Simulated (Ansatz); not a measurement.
Reaction (formal exchange of groups at the Si–F bond): `O[Si](O)(F)N[SiH2]Cl` + `FC(Cl)(Br)Br` → `O[Si](O)(Cl)N[SiH2]Cl` + `FC(F)(Br)Br`

Computed with Ansatz on PBE0-D4/def2-TZVP structures; ΔE is electronic, products minus reactants. CBS: MP2 limit from def2 TZ/QZ plus the TZ coupled-cluster correction, frozen cores. DFT in def2-TZVPP. B3LYP here is the variant with VWN-RPA as its local correlation; programs differ in this. For Br outer-core shells are correlated without core-valence functions, which leaves a few kJ/mol of doubt a bond. Scalar relativity is left out up to krypton. One conformer a species, not always the lowest.

| species | B3LYP energy (Eh) |
| --- | --- |
| `O[Si](O)(F)N[SiH2]Cl` | -1347.77243 |
| `FC(Cl)(Br)Br` | -5746.57471 |
| `O[Si](O)(Cl)N[SiH2]Cl` | -1708.09187 |
| `FC(F)(Br)Br` | -5386.24473 |

Problem. Work out ΔE.

Solution. ΔE = (-1708.09187) + (-5386.24473) − (-1347.77243) − (-5746.57471) = 0.01054 Eh = +0.29 eV. CCSD(T)/CBS gives +0.36 eV.

Largest T1 diagnostic among the species: 0.011.

In def2-TZVPP, CCSD(T) changes the Hartree–Fock value by +0.08 eV (the triples alone add +0.00 eV) and MP2 by +0.14 eV.
